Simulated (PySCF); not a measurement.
Vertical excitations of a molecule C₆H₁₀ from TDDFT-ωB97X/def2-SVPD run with PySCF 2.14.0, as energy in eV (oscillator strength): 5.74 (0.000), 6.51 (0.000), 7.10 (0.035), 7.33 (0.170), 7.60 (0.077), 7.77 (1.174), 8.35 (0.005), 8.70 (0.028), 8.74 (0.015), 8.99 (0.001). Lowest triplet (TDA): 4.52 eV. Geometry: TPSSh-D3(BJ)/def2-SVP. Other conformers were not sampled.

Task: Identify the compound among the candidates.
A. CCC1=CCC1
B. C=CCC1CC1
C. C=C=C(C)CC
D. C=CCCC=C

Result: C, C=C=C(C)CC
